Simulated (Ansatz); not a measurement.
Geometry optimisation of `C[S][GeH2]` radical.

```yaml
crystal:
  periodic: [false, false, false]
  atoms:
    - {symbol: C, position_ang: [-0.642151, 1.127800, -0.403087]}
    - {symbol: S, position_ang: [-0.872581, -0.191724, 0.847823]}
    - {symbol: Ge, position_ang: [0.637175, -1.701682, 0.158767]}
    - {symbol: H, position_ang: [-0.962237, 0.786712, -1.406675]}
    - {symbol: H, position_ang: [0.411115, 1.468134, -0.441652]}
    - {symbol: H, position_ang: [-1.284745, 1.973896, -0.093231]}
    - {symbol: H, position_ang: [1.966416, -0.910976, -0.137484]}
    - {symbol: H, position_ang: [0.839208, -2.609361, 1.419638]}
basis:
  gaussian: {orbitals: def2-TZVP}
magnetization: {spin_polarized: true, initial_magnetization: 1}
hamiltonian: {xc: pbe0, dispersion: d4}
relax: {f_tol: 0.005, max_steps: 150}
```

```sh
$ ansatz run in.yaml --threads 4 --pin off --events-out ev --progress --plain
```

Shortened log:

```
Functional definition: PBE0
mean field -68460.04427803 eV, -2515.8602233330 hartree, gradient 1.0e-5 eV, S^2 0.753922; 0 other end points of the search recorded, 0 dependent functions left out
relax step   1: F+E_penalty+E_count = -68460.18205767 eV  Δ(F+E_penalty+E_count) = +0.000e0 eV  max|allowed force component| = 5.461e-1 eV/Å  Δτ_max = 0.0000 Å  (32 SCF iters, accepted)
mean field -68460.07966987 eV, -2515.8615239589 hartree, gradient 1.2e-5 eV, S^2 0.753626; 0 other end points of the search recorded, 0 dependent functions left out
relax step   2: F+E_penalty+E_count = -68460.21807634 eV  Δ(F+E_penalty+E_count) = -3.602e-2 eV  max|allowed force component| = 1.599e-1 eV/Å  Δτ_max = 0.0466 Å  (35 SCF iters, accepted)
mean field -68460.08233136 eV, -2515.8616217671 hartree, gradient 2.3e-5 eV, S^2 0.753620; 0 other end points of the search recorded, 0 dependent functions left out
relax step   3: F+E_penalty+E_count = -68460.22104570 eV  Δ(F+E_penalty+E_count) = -2.969e-3 eV  max|allowed force component| = 5.253e-2 eV/Å  Δτ_max = 0.0173 Å  (33 SCF iters, accepted)
mean field -68460.08254070 eV, -2515.8616294601 hartree, gradient 1.3e-5 eV, S^2 0.753611; 0 other end points of the search recorded, 0 dependent functions left out
relax step   4: F+E_penalty+E_count = -68460.22126792 eV  Δ(F+E_penalty+E_count) = -2.222e-4 eV  max|allowed force component| = 2.080e-2 eV/Å  Δτ_max = 0.0060 Å  (29 SCF iters, accepted)
mean field -68460.08275674 eV, -2515.8616373996 hartree, gradient 2.4e-5 eV, S^2 0.753623; 0 other end points of the search recorded, 0 dependent functions left out
relax step   5: F+E_penalty+E_count = -68460.22139793 eV  Δ(F+E_penalty+E_count) = -1.300e-4 eV  max|allowed force component| = 1.784e-2 eV/Å  Δτ_max = 0.0254 Å  (33 SCF iters, accepted)
mean field -68460.08284446 eV, -2515.8616406232 hartree, gradient 2.3e-5 eV, S^2 0.753617; 0 other end points of the search recorded, 0 dependent functions left out
relax step   6: F+E_penalty+E_count = -68460.22145425 eV  Δ(F+E_penalty+E_count) = -5.632e-5 eV  max|allowed force component| = 6.367e-3 eV/Å  Δτ_max = 0.0066 Å  (33 SCF iters, accepted)
mean field -68460.08285452 eV, -2515.8616409927 hartree, gradient 1.9e-5 eV, S^2 0.753625; 0 other end points of the search recorded, 0 dependent functions left out
relax step   7: F+E_penalty+E_count = -68460.22145336 eV  Δ(F+E_penalty+E_count) = +8.828e-7 eV  max|allowed force component| = 5.659e-3 eV/Å  Δτ_max = 0.0033 Å  (27 SCF iters, rejected (line search))
mean field -68460.08285029 eV, -2515.8616408373 hartree, gradient 2.2e-5 eV, S^2 0.753619; 0 other end points of the search recorded, 0 dependent functions left out
relax step   8: F+E_penalty+E_count = -68460.22146218 eV  Δ(F+E_penalty+E_count) = -7.934e-6 eV  max|allowed force component| = 1.091e-3 eV/Å  Δτ_max = 0.0017 Å  (26 SCF iters, accepted)
mean field -68460.08285029 eV, -2515.8616408373 hartree, gradient 2.2e-5 eV, S^2 0.753619; 1 other end points of the search recorded, 0 dependent functions left out
Total energy: -68460.22149000 eV, -2515.8667357528 hartree
Atom 0 at    -0.638755     1.117072    -0.402116 Å, force     0.000042     0.000010     0.001091 eV/Å
Atom 1 at    -0.851676    -0.165660     0.859555 Å, force     0.000354    -0.000520    -0.000046 eV/Å
Atom 2 at     0.635302    -1.648882     0.181677 Å, force    -0.000614     0.000647    -0.000189 eV/Å
Atom 3 at    -0.953794     0.758653    -1.381499 Å, force     0.000027    -0.000156    -0.000371 eV/Å
Atom 4 at     0.395589     1.457808    -0.444751 Å, force     0.000599     0.000184    -0.000418 eV/Å
Atom 5 at    -1.275792     1.952154    -0.111131 Å, force    -0.000523    -0.000103    -0.000187 eV/Å
Atom 6 at     1.964601    -0.906342    -0.127144 Å, force     0.000289    -0.000072    -0.000078 eV/Å
Atom 7 at     0.816726    -2.622005     1.369510 Å, force    -0.000173     0.000010     0.000197 eV/Å
Dipole moment:     0.081251     0.173425    -0.234543 e Å
```

Run time 21 s (4 threads of a server CPU on a shared host); peak host memory 0.46 GiB.
